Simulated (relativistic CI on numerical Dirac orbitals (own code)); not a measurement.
## L2,3 absorption of nickel in several valence states

Computed multiplet spectra 2p⁶3dⁿ → 2p⁵3dⁿ⁺¹ (Dirac-Coulomb-Breit ions, Slater integrals scaled by 0.8, an assumed crystal field that grows with the charge, no charge transfer; 300 K; Lorentzian 0.4 eV and Gaussian 0.3 eV FWHM at both edges, so that L2 comes out sharper than in experiment). Peaks over 5 % are given in eV from the highest peak in the L3 region of each spectrum (height, largest 100). S of the lowest state is read from ⟨S²⟩, and the branching ratio is the share of L3, cut at the minimum between the edges.

Field parameters in Wybourne normalisation: Oh B⁴₀ = 21Dq, B⁴₄ = √(5/14) B⁴₀. The field is a parameter set, without covalency.

- Ni²⁺ (d8, Oh, 10Dq = 9850 cm⁻¹): S = 1.00, branching ratio 0.75; peaks 0.0 (100), 2.1 (25), 2.9 (7), 17.3 (24), 18.5 (28)
- Ni³⁺ (d7, Oh, 10Dq = 12750 cm⁻¹): S = 1.50, high spin, branching ratio 0.83; peaks -3.9 (58), -2.2 (80), -1.4 (85), 0.0 (100), 2.1 (11), 2.8 (9), 15.9 (23), 16.9 (27), 18.9 (5)

Question: What spin state follows for Ni⁴⁺ in Oh, 10Dq = 15650 cm⁻¹, and does its branching ratio lie nearer 2/3 or nearer 0.8?

Answer: Ni⁴⁺ (d6, Oh, 10Dq = 15650 cm⁻¹): S = 2.00, high spin, branching ratio 0.78; peaks -3.0 (21), -1.8 (24), 0.0 (100), 1.3 (44), 1.7 (43), 3.6 (15), 4.0 (15), 5.6 (7), 15.9 (8), 17.8 (33), 19.6 (8), 21.9 (7). High-spin states, above all those with an unquenched orbital moment, raise the ratio above the statistical 2/3; low spin and nearly empty shells keep it near or below 2/3.

The centroid of the whole edge, which also moves with the branching ratio, lies at 860.0 (Ni²⁺), 860.7 (Ni³⁺), 865.0 (Ni⁴⁺) eV in this ionic model, in steps of 0.7 to 4.3 eV. Compounds show about 1 to 2 eV a unit and lower energies for the high valences, since ligands screen the charge. The multiplet shape follows the d count and the spin state, and so serves as a fingerprint of valence. Real compounds of Ni³⁺, Ni⁴⁺ are mostly low spin, since covalency shrinks the Slater integrals more than this scale does.
